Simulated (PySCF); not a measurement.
An unknown shows these calculated signals:

¹H NMR (300 MHz, computed): δ 11.08 (m, 1H), 4.31 (s, 3H), 3.60 (m, 3H).

¹³C{¹H} NMR (computed): δ 216.6 (C), 192.9 (C), 192.3 (CH), 176.2 (C), 52.6 (CH3), 32.7 (CH3).

- shieldings: GIAO PBE0/pcSseg-1
- GFN2-xTB geometry
- run in PySCF 2.14.0 with density-fitted response routines
- fast rotation and ring inversion assumed for equivalent nuclei, no solvent model, single conformer, relativity neglected

Referencing at the same level of theory: TMS for ¹H, ¹³C.

Question: Which of these does the molecule contain: a methoxy group, an aldehyde, an ester, a benzene ring, an N-methyl group?

Answer: 
- A methoxy group: yes (δC 52.6; δH 4.31 (s)).
- An aldehyde: no.
- An ester: yes (δC 176.2).
- A benzene ring: no.
- An N-methyl group: no.

The data belong to SMILES COC(=O)c1pcpc(C)p1, C6H7O2P3; they needn't prove each group on their own.

Carbon signals by region: 4 in the far downfield region (above 160 ppm), 1 at 50–100 ppm, 1 below 50 ppm. Above 160 ppm: 216.6, substituted aromatic carbon, 192.9, substituted aromatic carbon, 192.3, aromatic CH, 176.2, ester carbonyl carbon.

Splittings by ³¹P in the carbon and heteronuclear signals aren't shown, as no couplings were computed. Shifts are as computed. Against solution values, carbons near 30 ppm lie about +3 ppm off and those near 130 ppm about +5 ppm. Of 1211 compounds with measured shifts, 218 miss one by over three times the rms of a fit or turn the order of signals round; such compounds aren't used in these exercises. No couplings were computed; multiplicities are counted from neighbouring protons, with m where these are inequivalent, close in shift, in a saturated or five-membered ring or joined by F or P, and br s for small geminal =CH2 splittings.
